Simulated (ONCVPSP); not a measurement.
W: excitation energies, all-electron against ONCV

ONCVPSP 4.0.1 input, shortened (lines: element, Z, core and valence counts, functional; n l f; lmax; l rc ep ncon nbas qcut; lloc lpopt rc5 dvloc0; l nproj debl; icmod fcfact rcfact), LDA (Perdew-Zunger), scalar-relativistic:

```
  W 74.00   10    5        3      upf
    1    0    2.00
    2    0    2.00
    2    1    6.00
    3    0    2.00
    3    1    6.00
    3    2   10.00
    4    0    2.00
    4    1    6.00
    4    2   10.00
    4    3   14.00
    5    0    2.00
    5    1    6.00
    5    2    4.00
    6    0    1.00
    6    1    1.00
    2
    0    1.35    0.00    3    6    7.00
    1    1.80    0.00    4    7    6.60
    2    2.60    0.00    5   10    5.90
    4    5    0.90    0.00
    0    3    3.20
    1    2    0.50
    2    2    1.60
    0    0.00    0.00
```

Energies are relative to the spin-unpolarised reference configuration 5s2 5p6 5d4 6s1 6p1; without spin polarisation the order of configurations can differ from experiment.

Question: Give the all-electron excitation energy and the error of the potential for: 5s2 5p6 5d4 6s2 6p0; 5s2 5p6 5d4 6s1 6p0; 5s2 5p6 5d4 6s0 6p0; 5s2 5p6 5d5 6s0 6p0.

Answer:

| valence configuration | charge | ΔE all-electron (eV) | error AE − PS (meV) |
| --- | --- | --- | --- |
| 5s2 5p6 5d4 6s2 6p0 | 0 | -4.574 | +1.5 |
| 5s2 5p6 5d4 6s1 6p0 | +1 | 4.560 | -1.7 |
| 5s2 5p6 5d4 6s0 6p0 | +2 | 20.586 | -4.1 |
| 5s2 5p6 5d5 6s0 6p0 | +1 | 5.411 | +1.0 |

Note: no bound ghost flagged; GHOST(+) flagged for s at 46.1 eV, d at 96.8 eV, p at 126.8 eV.
